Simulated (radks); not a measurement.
The numbers below are computed, except where a source is named.
Fractional charge and spin in the 5p shell of europium: the spin-up occupation runs from 2 to 3 and the spin-down occupation from 2 to 3; the fullest corner is Eu+, [Kr] 4d10 4f(up 3.5, down 3.5) 5s2 6s(up 0.5, down 0.5) 5p(up 3, down 3). Code: a radial shooting solver on a logarithmic mesh with Libxc functionals. Model: scalar-relativistic Kohn-Sham, LDA (Slater exchange, Perdew-Wang correlation), spin-polarised, spherical densities, finite nucleus; Fermi nuclear charge, rms radius of each element as measured or else 0.836 A^(1/3) + 0.57 fm. Energy (eV) above the fullest corner. The planes named below are the two flat planes that join the four corners, with an edge along up + down = one added electron.

down \ up,2,2.5,3
2,83.972,58.312,35.718
2.5,58.312,35.901,16.445
3,35.718,16.445,0.000

Corners above the fullest one (they belong to Eu2+ and the next ion): (up 3, down 2) 35.718 eV, (up 2, down 3) 35.718 eV, (up 2, down 2) 83.972 eV. With half an added electron in each spin the energy lies 0.182 eV from the planes, and with half an added electron in spin up alone -1.533 eV. The planes are only a guide here: the flat-plane condition holds for ground states with one frontier orbital, while this shell lies below other occupied shells, so the corners above the fullest one are inner-hole states and not the ground states of those ions.
